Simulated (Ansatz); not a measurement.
`[O]=[Re](=[O])(=[O])[F]`. Charge 0, multiplicity 1. Correlated methods include outer-core shells of Re, which these sets cover unevenly. Re takes the def2 core potential.

Cartesian coordinates in Å:
```
O 0.567 1.135 1.124
Re 0.014 -0.008 0.012
O -0.652 -1.312 0.854
O 1.323 -0.559 -0.901
F -1.251 0.744 -1.089
```

Give the diagnostics of a CCSD(T)/def2-TZVPP run (frozen core, Ansatz 0.2.0). (Estimate.)

Ansatz gave: T1 = 0.0240, largest single amplitude 0.048, largest double 0.036, (T) share of the correlation energy 6.0 %, 14 CCSD cycles. The RHF solution is stable towards an unrestricted one. T1 lies over the customary mark of 0.02 for closed shells; compounds of d metals often pass it without a breakdown.
